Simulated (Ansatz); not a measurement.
```xyz
18

C     1.4600    0.0000    0.2300
C     0.7300    1.2644   -0.2300
C    -0.7300    1.2644    0.2300
C    -1.4600    0.0000   -0.2300
C    -0.7300   -1.2644    0.2300
C     0.7300   -1.2644   -0.2300
H     1.5319    0.0000    1.3176
H     2.4722    0.0000   -0.1745
H     0.7660    1.3267   -1.3176
H     1.2361    2.1410    0.1745
H    -1.2361    2.1410   -0.1745
H    -0.7660    1.3267    1.3176
H    -1.5319    0.0000   -1.3176
H    -2.4722    0.0000    0.1745
H    -1.2361   -2.1410   -0.1745
H    -0.7660   -1.3267    1.3176
H     1.2361   -2.1410    0.1745
H     0.7660   -1.3267   -1.3176
```

Basis set: 6-31G* (spherical functions). Left uncorrelated: 6 orbitals. Charge 0, multiplicity 1.

Computed with Ansatz (development build ahead of 0.2.0); each method stands on the lowest determinant of its kind that the runs found. Restricted open shells among the atoms or ions are ROHF, correlated in semicanonical orbitals with singles.

The atomization energy at this shape (free ground-state atoms in the same class of orbitals less the molecule, no zero-point energy) of singlet C₆H₁₂:

```
 method  atomization energy
RHF-MP2    1642.41 kcal/mol
```

(1) What does RHF give?

Results:

(1) 1359.32 kcal/mol.
